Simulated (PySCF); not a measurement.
C₂H₆OSe. Atoms are numbered in the order given.

```xyz
10

Se    -0.3126    -0.1793     0.5929
C     -1.1816     1.3789    -0.2061
H     -2.1319     1.5180     0.3320
H     -1.3895     1.2167    -1.2725
H     -0.5452     2.2626    -0.0649
O      1.2686    -0.0661    -0.3189
C      1.2834    -0.6846    -1.5905
H      0.5774    -0.2127    -2.2999
H      2.3052    -0.5596    -1.9848
H      1.0523    -1.7641    -1.5393
```

Geometry: B3LYP-D3(BJ)/def2-SVP. The values are those of a single conformer.

Method: PySCF with r2SCAN/def2-TZVP.

ESP charges are fitted to the potential on shells at 1.4 to 2.0 van der Waals radii. Atomic charges (e):

```json
[
 {"atom": "Se1", "IAO": "0.38", "Mulliken": "0.15", "ESP fit": "0.03", "Löwdin": "0.37"},
 {"atom": "C2", "IAO": "-0.55", "Mulliken": "-0.38", "ESP fit": "-0.63", "Löwdin": "-0.51"},
 {"atom": "H3", "IAO": "0.17", "Mulliken": "0.13", "ESP fit": "0.25", "Löwdin": "0.12"},
 {"atom": "H4", "IAO": "0.16", "Mulliken": "0.13", "ESP fit": "0.21", "Löwdin": "0.11"},
 {"atom": "H5", "IAO": "0.17", "Mulliken": "0.14", "ESP fit": "0.21", "Löwdin": "0.11"},
 {"atom": "O6", "IAO": "-0.52", "Mulliken": "…", "ESP fit": "-0.20", "Löwdin": "-0.10"},
 {"atom": "C7", "IAO": "-0.20", "Mulliken": "…", "ESP fit": "-0.10", "Löwdin": "-0.41"},
 {"atom": "H8", "IAO": "0.12", "Mulliken": "…", "ESP fit": "0.08", "Löwdin": "0.09"},
 {"atom": "H9", "IAO": "0.16", "Mulliken": "…", "ESP fit": "0.10", "Löwdin": "0.11"},
 {"atom": "H10", "IAO": "0.13", "Mulliken": "…", "ESP fit": "0.07", "Löwdin": "0.10"}
]
```

Task: Complete the blanks. (An estimate is asked for; the answer gives what the named calculation found.)

Result: 
- O6, Mulliken: -0.36
- C7, Mulliken: -0.12
- H8, Mulliken: 0.09
- H9, Mulliken: 0.11
- H10, Mulliken: 0.10

Computed Mayer and Wiberg (Löwdin basis) orders of the bonds:
```json
[
 {"bond": "Se1–C2", "Mayer": "1.03", "Wiberg": "1.48"},
 {"bond": "C2–H3", "Mayer": "0.95", "Wiberg": "0.93"},
 {"bond": "C2–H4", "Mayer": "0.96", "Wiberg": "0.94"},
 {"bond": "C2–H5", "Mayer": "0.96", "Wiberg": "0.94"},
 {"bond": "Se1–O6", "Mayer": "0.95", "Wiberg": "1.40"},
 {"bond": "O6–C7", "Mayer": "0.95", "Wiberg": "1.60"},
 {"bond": "C7–H8", "Mayer": "0.97", "Wiberg": "0.94"},
 {"bond": "C7–H9", "Mayer": "0.96", "Wiberg": "0.93"},
 {"bond": "C7–H10", "Mayer": "0.97", "Wiberg": "0.94"}
]
```
